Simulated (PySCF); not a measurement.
Ti(OH)3 (H₃O₃Ti), SMILES [OH][Ti]([OH])[OH] (connectivity only; charge and spin as stated), neutral, multiplicity 2.

Coordinates come from a PBE-D3(BJ)/def2-SVP optimisation. The multiplicity is an assumed one; other spin states were not compared. The isomer is the one that the SMILES or the coordinates give; other isomers of the formula were not compared. The values are those of a single conformer.

All values below come from PySCF with PBE-D3(BJ)/def2-SVP.

Frequencies are harmonic and unscaled.

Modes within 1.5 cm⁻¹ of each other (mostly degenerate sets) share a row, with their intensities summed.

```csv
mode,ν (cm⁻¹),IR (km/mol),moving atoms (share of kinetic energy)
1,90,21.0,"Ti 44 %, O 28 %, H 27 %"
2–3,168,49.7,"O 57 %, H 30 %, Ti 12 %"
4,319,0.0,"H 88 %, O 12 %"
5–6,347,0.0,"H 88 %, O 12 %"
7–8,376,402.1,"H 66 %, O 33 %"
9,393,295.9,"H 70 %, O 23 %"
10,675,0.0,O 93 %
11–12,794,356.2,"O 55 %, Ti 37 %"
13–14,3804,478.3,H 94 %
15,3808,0.0,H 94 %
```
